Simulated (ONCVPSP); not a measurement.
# Plane-wave convergence, ONCV potential for manganese (Mn)

```
Element                 : manganese
Generator               : ONCVPSP 4.0.1
Type                    : optimised norm-conserving Vanderbilt (ONCV)
Functional              : PBE
Relativity              : fully relativistic
Frozen core             : [Ne]
Valence charge          : 15
Reference configuration : 3s2 3p6 3d5 (charge +2)
Partial waves           : 3s: rc 1.30 bohr, ncon 4, nbas 7, qcut 11.7 1/bohr, 1 projector; 3p: rc 1.00 bohr, ncon 4, nbas 7, qcut 8.9 1/bohr, 2 projectors, debl 1.7 Ha; 3d: rc 0.95 bohr, ncon 5, nbas 8, qcut 11.7 1/bohr, 2 projectors, debl 0.8 Ha
Local potential         : polynomial inside 0.60 bohr (lpopt 5, dvloc0 2 Ha)
Core correction         : Teter function fitted to the true core (icmod 2), fcfact 0.45
```

Open shells are filled in proportion to 2j + 1.

In the p channel the program set the typed energies aside and used -2.646, 0.250 Ha (j = l + 1/2; the other j can differ). In the d channel the program set the typed energies aside and used -0.892, 0.250 Ha (j = l + 1/2; the other j can differ).

Task: For each optimised wave give the share of its norm inside rc, the residual kinetic energy above qcut (Ha) and the cutoffs (Ha) for errors of 10, 1, 0.1 and 0.01 mHa per electron.

Result:

```json
{"wave": "3s", "norm inside rc": "0.910", "residual KE": "8.7e-08", "10 mHa": "30.5", "1 mHa": "40.4", "0.1 mHa": "48.5", "0.01 mHa": "55.2"}
{"wave": "3p j=3/2", "norm inside rc": "0.654", "residual KE": "2.7e-04", "10 mHa": "21.8", "1 mHa": "27.6", "0.1 mHa": "105.8", "0.01 mHa": "147.6"}
{"wave": "p projector 2 j=3/2", "norm inside rc": "0.028", "residual KE": "3.3e-05", "10 mHa": "16.0", "1 mHa": "22.9", "0.1 mHa": "28.9", "0.01 mHa": "67.0"}
{"wave": "3p j=1/2", "norm inside rc": "0.663", "residual KE": "2.3e-04", "10 mHa": "22.3", "1 mHa": "28.2", "0.1 mHa": "82.8", "0.01 mHa": "146.5"}
{"wave": "p projector 2 j=1/2", "norm inside rc": "0.028", "residual KE": "2.9e-05", "10 mHa": "16.4", "1 mHa": "23.4", "0.1 mHa": "29.5", "0.01 mHa": "55.7"}
{"wave": "3d j=5/2", "norm inside rc": "0.455", "residual KE": "9.3e-03", "10 mHa": "68.3", "1 mHa": "200.5", "0.1 mHa": "244.9", "0.01 mHa": "271.5"}
{"wave": "d projector 2 j=5/2", "norm inside rc": "0.083", "residual KE": "2.6e-03", "10 mHa": "58.3", "1 mHa": "75.4", "0.1 mHa": "137.3", "0.01 mHa": "298.2"}
{"wave": "3d j=3/2", "norm inside rc": "0.458", "residual KE": "9.5e-03", "10 mHa": "68.5", "1 mHa": "201.1", "0.1 mHa": "245.2", "0.01 mHa": "271.7"}
{"wave": "d projector 2 j=3/2", "norm inside rc": "0.083", "residual KE": "2.6e-03", "10 mHa": "58.4", "1 mHa": "75.5", "0.1 mHa": "137.8", "0.01 mHa": "298.6"}
```

The occupied waves need 201 Ha and 245 Ha for 1 and 0.1 mHa. Its largest configuration-test error is +2280 meV.
